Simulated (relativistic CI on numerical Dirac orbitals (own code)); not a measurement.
**Hyperfine structure of Dy58+, mass number 161**

Method of calculation: Dirac-Coulomb-Breit CI, separate exchange-only KLI orbitals for each configuration, model QED (radiative potential, 1s self-energy scaled to tabulated hydrogen-like ionisation energies), unscaled Slater integrals (own radial code, finite nucleus).

Configurations in the expansion (outside the closed core 1s2): 2s²2p⁴, 2s2p⁵, 2p⁶, 2p⁵3s, 2p⁵3p, 2p⁵3d, 2s²2p³3s, 2s²2p³3p, 2s²2p³3d, 2s2p⁴3s, 2s2p⁴3p, 2s2p⁴3d, 2s²2p³4s, 2s²2p³4p, 2s²2p³4d, 2s²2p³4f. Levels of other configurations are missing.

Nuclear spin I = 5/2, μ = -0.479 μN, Q = 2.51 b (tables of Stone and Pyykkö). The electronic factors are computed for point nuclear moments, without core polarisation or the Bohr-Weisskopf and QED corrections.

```tsv
Level	E (10³ cm⁻¹)	A (GHz)	B (GHz)
2s²2p⁴ ³P2	0.0	-108.8	194
2s²2p⁴ ³P1	6680.3	75.92	-1390
2s²2p⁴ ¹D2	6829.8	-296.6	-2970
2s2p⁵ ³P°2	9456.6	-750.9	-2760
2s2p⁵ ¹P°1	10037.9	527	-1080
2s2p⁵ ³P°1	16509.7	-1759	-309
```

Levels with J = 0, under 50 % of one LS term, or S terms without an open s electron are left out. Small factors come from cancelling terms and can be off by tens of per cent or more.

At this charge energies of transitions that change n are usually good to better than 1 %, and those within a shell (Δn = 0) to a few per cent.

Task: Give the hyperfine levels of 2s²2p⁴ ³P2 relative to its centre of gravity.

Result: With K = F(F + 1) − I(I + 1) − J(J + 1), E = AK/2 + B[¾K(K + 1) − I(I + 1)J(J + 1)]/[2I(2I − 1)J(2J − 1)]: F = 1/2: 897, F = 3/2: 646.6, F = 5/2: 277.8, F = 7/2: -136.8, F = 9/2: -495.4 GHz.

LS names give the leading component of a level, which can be under half, so a name can repeat, a term be missing and a line seem to break the LS rules.
